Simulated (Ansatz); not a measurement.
Total energies of AlH$_{4}$OPSi.

Z-matrix (Å, degrees):
```
Al
P 1 2.367
O 1 1.879 2 51.7
Si 1 2.348 2 57.6 3 -112.4
H 1 1.576 2 137.0 3 91.1
H 3 0.965 1 119.6 2 103.2
H 4 1.488 1 111.9 2 -95.2
H 4 1.491 1 135.4 2 105.2
```

Charge 0, multiplicity 1. The bonds changed during the relaxation, so this is another structure than the one it started from. All single points use the PBE0-D4/def2-TZVP geometry. It is one conformer, not always the lowest. Basis def2-TZVPP, Ansatz.

RPA on PBE orbitals: Hartree–Fock energy of these orbitals -948.76418 Eh, correlation -1.01825 Eh (frozen core).

```
             functional  energy without D4 (Eh)  D4 term (kJ/mol)
            LDA (SPW92)              -946.94211                 –
                    PBE              -950.43959             -21.2
                 revPBE              -950.76145             -55.4
                   BLYP              -950.94355             -45.8
                 r2SCAN              -950.84606              -4.6
                 B97M-V              -950.72623                 –
                   PBE0              -950.51559             -17.9
                  B3LYP              -951.02090             -34.9
                r2SCANh              -950.83439              -5.1
                r2SCAN0              -950.81806              -5.7
HSE06 (plane-wave form)              -950.49266             -16.9
                  BHLYP              -950.91440             -31.0
              CAM-B3LYP              -950.94653             -18.5
                LC-ωPBE              -950.62924                 –
                ωB97X-V              -950.79132                 –
                ωB97M-V              -950.87479                 –
                 B2PLYP              -950.54601                 –
               PBE-QIDH              -950.24008                 –
```

B3LYP takes the VWN-RPA correlation (the form of Gaussian; ORCA's B3LYP/G). HSE06 is the plane-wave form, built on full-range PBE exchange. The double hybrids freeze the cores in their second-order part.

LC-ωPBE has ω = 0.4 bohr⁻¹.
